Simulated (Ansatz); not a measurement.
A CCSD(T) single point on C5H15GeNSi (`C=C[N]([GeH3])[Si](C)(C)C`).

```yaml
crystal:
  periodic: [false, false, false]
  atoms:
    - {symbol: C, position_ang: [-0.544897, -2.928047, 0.911304]}
    - {symbol: C, position_ang: [-0.593168, -1.753058, 0.277627]}
    - {symbol: N, position_ang: [0.179577, -0.622119, 0.499796]}
    - {symbol: Ge, position_ang: [1.445541, -0.734892, 1.848165]}
    - {symbol: Si, position_ang: [-0.141211, 0.767458, -0.524791]}
    - {symbol: C, position_ang: [0.994751, 2.179431, -0.076603]}
    - {symbol: C, position_ang: [-1.918545, 1.303240, -0.291675]}
    - {symbol: C, position_ang: [0.139435, 0.288608, -2.311467]}
    - {symbol: H, position_ang: [-1.220398, -3.720141, 0.619950]}
    - {symbol: H, position_ang: [0.145782, -3.142528, 1.718651]}
    - {symbol: H, position_ang: [-1.327217, -1.645598, -0.520840]}
    - {symbol: H, position_ang: [2.435183, -1.866339, 1.521306]}
    - {symbol: H, position_ang: [2.172663, 0.609844, 1.921045]}
    - {symbol: H, position_ang: [0.739991, -1.040125, 3.180554]}
    - {symbol: H, position_ang: [2.048818, 1.929599, -0.215737]}
    - {symbol: H, position_ang: [0.765712, 3.023168, -0.734727]}
    - {symbol: H, position_ang: [0.857039, 2.517503, 0.952742]}
    - {symbol: H, position_ang: [-2.619792, 0.498772, -0.527257]}
    - {symbol: H, position_ang: [-2.098812, 1.607579, 0.742578]}
    - {symbol: H, position_ang: [-2.157197, 2.150482, -0.940909]}
    - {symbol: H, position_ang: [1.178425, -0.009602, -2.473856]}
    - {symbol: H, position_ang: [-0.080599, 1.127635, -2.977716]}
    - {symbol: H, position_ang: [-0.496183, -0.547871, -2.612641]}
basis:
  gaussian: {orbitals: def2-TZVPP}
correlation: {method: ccsd_t}
output: {orbitals: {seedname: orbitals}}
```

```sh
$ ansatz run in.yaml --threads 4 --pin off --events-out ev --progress --plain --max-ram 46080MiB --backend cuda --devices 0, --max-vram 37GiB
```

The program prints (abridged):

```
Functional definition: HF
2828 factors; integrals over basis functions are off by at most 1.1e-3 eV
mean field evaluation 1: about -71203.6921 eV, gradient 5.2e1 eV
mean field evaluation 2: about -71204.0875 eV, gradient 5.3e1 eV
mean field evaluation 4: about -71211.3302 eV, gradient 6.2e0 eV
mean field evaluation 8: about -71211.4527 eV, gradient 4.2e-1 eV
mean field -71211.45349439 eV, -2616.9726470620 hartree, gradient 1.8e-6 eV, S^2 0.000000; 0 other end points of the search recorded, 0 dependent functions left out
20 core orbitals not correlated: weight in the atoms' cores, before any rotation towards them, 1.000 or more for the frozen orbitals, at most 0.000 for the correlated occupied ones
reference -71211.45349439 eV, -2616.9726470620 hartree; 29, 29 occupied and 437, 437 virtual orbitals, 2828 factors
second order -39.77854796 eV of doubles, -0.00000000 eV of singles
cycle   1  -40.58895132 eV  change   -8.1e-1 eV  update   1.4e-1
cycle   2  -41.67063456 eV  change    -1.1e0 eV  update   4.1e-2
cycle   3  -41.86019163 eV  change   -1.9e-1 eV  update   2.0e-2
cycle   4  -41.84733655 eV  change    1.3e-2 eV  update   4.8e-3
cycle   5  -41.84585314 eV  change    1.5e-3 eV  update   2.1e-3
cycle   6  -41.84612064 eV  change   -2.7e-4 eV  update   5.9e-4
cycle   7  -41.84583423 eV  change    2.9e-4 eV  update   1.9e-4
cycle   8  -41.84586110 eV  change   -2.7e-5 eV  update   6.5e-5
perturbative correction -1.74472198 eV, -0.0641173502 hartree
Total energy: -71255.04407747 eV, -2618.5745714434 hartree
```

Hardware: 4 threads of an AMD EPYC 7R13 on a shared host and a share of an NVIDIA H100 80 GB. Wall time 67 s, peak host memory 1 GiB.

The correlation energy is -43.591 eV, 4.0 % of it from (T); the T1 diagnostic reads 0.0114.
